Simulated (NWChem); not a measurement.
CH$_{3}$ClGeO$_{2}$; SMILES [Cl][GeH]1[O]C[O]1

```xyz
8

Cl    -0.4750    -1.9477    -0.0016
Ge     0.5169    -0.0243     0.0016
O     -0.1893     1.2041    -1.1359
C     -0.6831     1.9351    -0.0022
O     -0.1966     1.2041     1.1347
H      2.0404    -0.2702     0.0065
H     -0.2741     2.9727    -0.0009
H     -1.7983     1.9672    -0.0057
```
Atoms are numbered in this order, from 1.

Program: NWChem. Pople sets run with spherical d functions. All runs use the structure optimised with PBE-D3(BJ)/def2-SVP. Vzz is the largest principal value of the second derivative of the potential at the nucleus (NWChem prints the opposite sign); η is the asymmetry. Non-relativistic.

```tsv
level	Vzz Cl1 (a.u.)	η Cl1	Vzz Ge2 (a.u.)	η Ge2	Vzz O5 (a.u.)	η O5
PBE/6-31G*	2.298	0.18	-1.306	0.78	1.401	0.96
PBE/def2-SVP	2.232	0.17	-1.221	0.83	1.448	0.92
PBE0/cc-pVTZ	2.279	0.16	?	?	?	0.92
PBE0/def2-SVP	2.293	0.14	-1.357	0.75	1.488	0.93
```

Q: What belongs in the gaps?

A: 
- PBE0/cc-pVTZ, Vzz Ge2 (a.u.): -1.621
- PBE0/cc-pVTZ, η Ge2: 0.55
- PBE0/cc-pVTZ, Vzz O5 (a.u.): 1.524
